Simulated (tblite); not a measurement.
H3O3Zr, charge +1, singlet, at a GFN2-xTB geometry (such geometries of metal compounds can be far from the true shape) (the multiplicity is a formal guess); GFN1-xTB (tblite).

tblite was given this input:
```
$ tblite run mol.xyz --method gfn1 --charge 1 --spin 0 --spin-polarized --json tblite.json --no-restart

# file mol.xyz
7

Zr    -0.00000000     0.00000000    -0.00000000
O      1.73087780    -0.30028533    -0.50620704
H      2.64521877    -0.45891189    -0.77361230
O     -0.62364378    -0.68582318     1.57577593
H     -0.95308533    -1.04811117     2.40818392
O     -1.10723402     0.98610851    -1.06956890
H     -1.69213344     1.50702306    -1.63457162
```

Predict the main parts of the log of this tblite run.


```
xTB calculator
 | screened Coulomb repulsion
 | Coulomb electrostatics
 |  * isotropic Klopman-Ohno-Mataga-Nishimoto electrostatics
 |  * onsite third-order electrostatics
 | DFT-D3(BJ) dispersion correction
 | Interactions (1)
 | [1] spin polarization

halogen bonding energy    0.0000000000000E+00 Eh
repulsion energy          1.1897168752153E-01 Eh
dispersion energy        -1.4474865353823E-03 Eh
interaction energy        0.0000000000000E+00 Eh
number of electrons       2.4000000000000E+01 e
integral cutoff           4.0000000000000E+01 bohr

------------------------------------------------------------
  cycle        total energy    energy error   density error
------------------------------------------------------------
      1     -15.81094054714  -1.5928465E+01   7.4264570E-01
      2     -16.74890123026  -9.3796068E-01   3.2154793E-01
      3     -16.48485001191   2.6405122E-01   3.0466627E-01
      4     -16.72621065647  -2.4136064E-01   1.9624762E-01
      5     -16.79970784290  -7.3497186E-02   7.1520833E-02
      6     -16.80488846566  -5.1806228E-03   5.9206681E-02
      7     -16.81420834343  -9.3198778E-03   3.3824925E-02
      8     -16.81398890146   2.1944196E-04   3.3794883E-02
      9     -16.81829231608  -4.3034146E-03   9.6004374E-04
     10     -16.81829140991   9.0617249E-07   6.3065395E-04
     11     -16.81829253103  -1.1211197E-06   3.5190285E-04
     12     -16.81829302738  -4.9635024E-07   1.0414012E-05
------------------------------------------------------------

electronic energy        -1.6935817228365E+01 Eh
total energy             -1.6818293027379E+01 Eh

Post processing:
 | Mayer-Wiberg bond orders

[Info] JSON dump of results written to 'tblite.json'
```
